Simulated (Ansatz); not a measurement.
The pair A = AsH3 (SMILES [AsH3]) (first 4 atoms), B = HBr (SMILES Br); geometry from B3LYP-D3(BJ)/def2-TZVP.
(charge 0, multiplicity 1):
```
atom    x (Å)    y (Å)    z (Å)
----  -------  -------  -------
As    -0.2459  -0.1997   0.1439
H     -0.9311   0.7332  -0.8422
H     -0.4163  -1.4192  -0.7482
H      1.1450   0.1094  -0.3869
Br    -1.1177  -0.2402   4.0798
H     -0.8067  -0.2254   2.6745
```

Correlated levels freeze the cores. Filled d and f shells under p-block atoms count as core. MP2 and its Hartree–Fock in aug-cc-pVQZ are density fitted.

The values were computed with Ansatz (Gaussian basis) for Hartree–Fock, density functionals and correlated methods. Each number belongs to the level named beside it.

The counterpoise-corrected interaction energy is E(AB) − E(A in the pair's basis) − E(B in the pair's basis). Total energies (hartree):

```tsv
level	AB	A in the pair's basis	B in the pair's basis
HF/aug-cc-pVTZ	-4809.0220938	-2235.9739977	-2573.0483905
MP2/aug-cc-pVTZ	-4809.3651249	-2236.1342019	-2573.2267658
HF/aug-cc-pVQZ	-4809.0284354	-2235.9775107	-2573.0512565
MP2/aug-cc-pVQZ	-4809.3970019	-2236.1469778	-2573.2455793
CCSD(T)/aug-cc-pVTZ	-4809.4229843	-2236.1670411	-2573.2526214
```

**Question.** Work out the counterpoise-corrected interaction energy at the basis-set limit: extrapolate the MP2 correlation part as X⁻³, take Hartree–Fock from the larger set, and add the CCSD(T) − MP2 difference of aug-cc-pVTZ.

**Answer.** 
1. Differences (1 hartree = 627.509 kcal/mol): HF/aug-cc-pVTZ 0.185; MP2/aug-cc-pVTZ -2.609; HF/aug-cc-pVQZ 0.208; MP2/aug-cc-pVQZ -2.789; CCSD(T)/aug-cc-pVTZ -2.084.
2. Correlation parts, MP2 less HF: -2.793 in aug-cc-pVTZ (X = 3), -2.997 in aug-cc-pVQZ (X = 4).
3. Limit (4³·(-2.997) − 3³·(-2.793))/(4³ − 3³) = -3.146; with HF/aug-cc-pVQZ it gives -2.938.
4. CCSD(T) less MP2 in aug-cc-pVTZ: 0.524.
Result: -2.41 kcal/mol, against -2.61 at MP2/aug-cc-pVTZ. It is an estimate of this method's limit, not of the exact value.

Ansatz is a first-principles code.
